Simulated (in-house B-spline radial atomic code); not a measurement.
Successive ionisation energies of hafnium; each step leads to the configuration of the next row (after the last: [He] 2s2 2p6). Dirac energy differences include first-order Breit, QED and recoil terms. NIST's values go from ground level to ground level; the uncertainty of those that are theory runs from under 0.1 % in few-electron ions to several per cent in heavy many-electron ones. Computed with a B-spline radial code for spherical atoms: Dirac-Hartree-Fock, average of the configuration, finite nuclei.

```json
{"ion": "Hf56+", "configuration": "[Ne] 3s2 3p4", "ionisation energy (eV)": "5696.8", "tabulated value (eV)": "5595", "computed minus tabulated (eV)": "102", "highest orbital": "3p3/2", "largest mean radius (bohr)": "0.19254"}
{"ion": "Hf57+", "configuration": "[Ne] 3s2 3p3", "ionisation energy (eV)": "5820.2", "tabulated value (eV)": "5713", "computed minus tabulated (eV)": "107", "highest orbital": "3p3/2", "largest mean radius (bohr)": "0.1918"}
{"ion": "Hf58+", "configuration": "[Ne] 3s2 3p2", "ionisation energy (eV)": "?", "tabulated value (eV)": "?", "computed minus tabulated (eV)": "?", "highest orbital": "?", "largest mean radius (bohr)": "?"}
{"ion": "Hf59+", "configuration": "[Ne] 3s2 3p1", "ionisation energy (eV)": "6070.0", "tabulated value (eV)": "6284", "computed minus tabulated (eV)": "-214", "highest orbital": "3p3/2", "largest mean radius (bohr)": "0.19033"}
{"ion": "Hf60+", "configuration": "[Ne] 3s2", "ionisation energy (eV)": "?", "tabulated value (eV)": "?", "computed minus tabulated (eV)": "?", "highest orbital": "?", "largest mean radius (bohr)": "?"}
{"ion": "Hf61+", "configuration": "[Ne] 3s1", "ionisation energy (eV)": "6673.9", "tabulated value (eV)": "6674", "computed minus tabulated (eV)": "0", "highest orbital": "3s1/2", "largest mean radius (bohr)": "0.18877"}
```

Q: Fill in the row of Hf58+.

A: ionisation energy (eV): 5944.6; tabulated value (eV): 6149; computed minus tabulated (eV): -204; highest orbital: 3p3/2; largest mean radius (bohr): 0.19106.

Q: Fill in the row of Hf60+.

A: ionisation energy (eV): 6545.0; tabulated value (eV): 6545; computed minus tabulated (eV): 0; highest orbital: 3s1/2; largest mean radius (bohr): 0.1896.

Where a p, d or f electron is removed, the computed value is a mean over both j, so it misses the tabulated one by a part of the spin-orbit splitting; averaging over terms and missing correlation add to the gap, relatively most at low charge.
